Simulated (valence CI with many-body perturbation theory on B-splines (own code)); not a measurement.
## Cs V: calculated level list

Method: configuration interaction combined with many-body perturbation theory (CI+MBPT): five valence electrons over a frozen Dirac-Fock core [Kr] 4d10, a basis of 9 s, 9 p, 8 d, 6 f, 3 g, 1 h functions for each j, with the one-electron correlation potential Σ1 (screened to all orders), the two-electron term Σ2, the three-electron term Σ3, Breit, model QED; selected single and double excitations, second order for the rest, scaled by the run's own slope (own B-spline code, finite nucleus).

Set against measurement, 23 paired levels are off by 173 cm⁻¹ on average, the worst by 624. These come from a selection out of Sansonetti, J. Phys. Chem. Ref. Data 38, 761 (2009). Levels without a partner in it may be off by more, other configurations by several thousand cm⁻¹. Among the levels kept, up to 1100 cm⁻¹ of a level comes from second order outside the variational space, and about a tenth of that is noise between levels of different J, which matters for small intervals. 2 measured levels below the end of the list, from 158249 cm⁻¹ on, found no clear computed partner, and computed levels of the same name lie up to 72 cm⁻¹ from them.

Levels 1 to 43 of 43, with energies above the lowest level, 5s²5p³ ⁴S°_3/2. "Leading %" is the weight of the configuration and term that name the level; weights of strongly mixed levels are sums over their largest components and can fall short, so below about 35 % the name and the second component can differ from the true leading terms, or belong to a minority configuration. In the jj column 3d3/2^4 stands for four electrons in 3d with j = 3/2. Lifetimes count E1, E2, E3, M1 and M2 decay at the calculated energies, and are blank where another channel may lead or the interval is too uncertain; long ones can be off by a factor of two.

```tsv
No.	Configuration	Term	J	E (cm⁻¹)	Leading %	g	Lifetime	Leading jj
1	5s²5p³	⁴S°	3/2	0.0	76	1.829		5s^2 5p1/2^2 5p3/2 (65 %)
2	5s²5p³	²D°	3/2	15163	69	1.050	24.9 ms	5s^2 5p1/2 5p3/2^2 (70 %)
3	5s²5p³	²D°	5/2	20468	96	1.200	147 ms	5s^2 5p1/2 5p3/2^2 (96 %)
4	5s²5p³	²P°	1/2	32105	95	0.665	9.38 ms	5s^2 5p1/2 5p3/2^2 (95 %)
5	5s²5p³	²P°	3/2	42367	68	1.256	3.74 ms	5s^2 5p3/2^3 (88 %)
6	5s5p⁴	⁴P	5/2	113580	83	1.575	2.97 ns	5s 5p1/2^2 5p3/2^2 (76 %)
7	5s5p⁴	⁴P	3/2	122850	81	1.682	2.19 ns	5s 5p1/2 5p3/2^3 (61 %)
8	5s5p⁴	⁴P	1/2	125530	80	2.611	2.00 ns	5s 5p1/2^2 5p3/2^2 (41 %)
9	5s5p⁴	²D	3/2	139810	59	0.918	1.31 ns	5s 5p1/2 5p3/2^3 (40 %)
10	5s5p⁴	²D	5/2	144160	70	1.224	1.81 ns	5s 5p1/2 5p3/2^3 (67 %)
11	5s²5p²5d	²P	3/2	154940	29	1.037	1.46 ns	5s^2 5p1/2^2 5d3/2 (42 %)
12	5s²5p²5d	⁴F	3/2	157870	60	0.726	1.32 ns	5s^2 5p1/2 5p3/2 5d3/2 (40 %)
13	5s5p⁴	²P	1/2	158320	29	1.069	590 ps	5s 5p1/2 5p3/2^3 (27 %)
14	5s²5p²5d	⁴F	5/2	160280	62	1.117	1.17 ns	5s^2 5p1/2^2 5d5/2 (53 %)
15	5s²5p²5d	²F	5/2	166740	67	0.944	3.42 ns	5s^2 5p1/2 5p3/2 5d3/2 (78 %)
16	5s²5p²5d	⁴F	7/2	167140	78	1.258	14.4 ns	5s^2 5p1/2 5p3/2 5d5/2 (76 %)
17	5s²5p²5d	⁴D	1/2	169500	65	0.584	1.15 ns	5s^2 5p1/2 5p3/2 5d3/2 (61 %)
18	5s²5p²5d	²F	7/2	170680	50	1.234	22.4 ns	5s^2 5p1/2 5p3/2 5d3/2 (47 %)
19	5s²5p²5d	⁴D	3/2	171900	76	1.137	585 ps	5s^2 5p1/2 5p3/2 5d3/2 (44 %)
20	5s²5p²5d	⁴F	9/2	172470	77	1.291		5s^2 5p1/2 5p3/2 5d5/2 (73 %)
21	4f5s²5p²	⁴G°	5/2	172960	61	0.736	80.8 ns	4f5/2 5s^2 5p1/2^2 (78 %)
22	5s²5p²5d	⁴D	5/2	175380	51	1.222	382 ps	5s^2 5p1/2 5p3/2 5d5/2 (63 %)
23	5s5p⁴	²S	1/2	175570	29	1.081	870 ps	5s^2 5p3/2^2 5d5/2 (39 %)
24	4f5s²5p²	⁴G°	7/2	175630	37	1.128	44.8 ns	4f7/2 5s^2 5p1/2^2 (74 %)
25	4f5s²5p²	²G°	7/2	182450	43	0.990	82.1 ns	4f5/2 5s^2 5p1/2 5p3/2 (80 %)
26	4f5s²5p²	²D°	5/2	183460	50	1.034	39.0 ns	4f5/2 5s^2 5p1/2 5p3/2 (84 %)
27	4f5s²5p²	⁴G°	9/2	183960	82	1.183	220 ns	4f7/2 5s^2 5p1/2 5p3/2 (74 %)
28	5s²5p²5d	⁴D	7/2	184250	36	1.183	1.15 ns	5s^2 5p3/2^2 5d5/2 (43 %)
29	4f5s²5p²	⁴D°	7/2	185070	49	1.176	21.7 ns	4f7/2 5s^2 5p1/2 5p3/2 (74 %)
30	4f5s²5p²	⁴F°	3/2	187040	52	0.687	37.3 ns	4f5/2 5s^2 5p1/2 5p3/2 (93 %)
31	4f5s²5p²	⁴D°	5/2	187340	53	1.262	20.0 ns	4f7/2 5s^2 5p1/2 5p3/2 (84 %)
32	4f5s²5p²	²G°	9/2	187470	60	1.171	231 ns	4f7/2 5s^2 5p1/2 5p3/2 (55 %)
33	5s²5p²5d	⁴P	5/2	188010	68	1.522	37.1 ps	5s^2 5p1/2 5p3/2 5d5/2 (37 %)
34	4f5s²5p²	⁴G°	11/2	188730	81	1.246	236 ns	4f7/2 5s^2 5p1/2 5p3/2 (69 %)
35	5s5p⁴	²P	3/2	188870	38	1.203	45.1 ps	5s 5p1/2^2 5p3/2^2 (27 %)
36	5s²5p²5d	²G	7/2	189480	52	1.036	1.02 ns	5s^2 5p3/2^2 5d5/2 (52 %)
37	5s²5p²5d	⁴P	3/2	190430	55	1.580	41.8 ps	5s^2 5p1/2 5p3/2 5d3/2 (37 %)
38	5s²5p²5d	⁴P	1/2	191630	62	2.286	36.2 ps	5s^2 5p1/2 5p3/2 5d3/2 (69 %)
39	4f5s²5p²	⁴D°	3/2	191970	58	1.045	17.0 ns	4f5/2 5s^2 5p1/2 5p3/2 (48 %)
40	4f5s²5p²	⁴F°	7/2	192370	48	1.184	33.2 ns	4f7/2 5s^2 5p1/2 5p3/2 (68 %)
41	4f5s²5p²	⁴F°	5/2	192510	45	1.032	24.2 ns	4f5/2 5s^2 5p1/2 5p3/2 (76 %)
42	4f5s²5p²	⁴D°	1/2	192550	87	0.056	13.6 ns	4f5/2 5s^2 5p1/2 5p3/2 (60 %)
43	5s²5p²5d	²G	9/2	192820	76	1.154	265 μs	5s^2 5p3/2^2 5d5/2 (72 %)
```

Names give the largest LS component (configuration and term), which can be under half, so a name can repeat, a term be missing and a line seem to break the LS rules; names also repeat where a configuration has a term twice.

The ionisation energy to 5s²5p² ³P0 of the next ion comes out as 56.632 eV (NIST: 56 ± 1.9 eV (theoretical)). All 43 levels together are meant to be complete up to 194730 cm⁻¹.
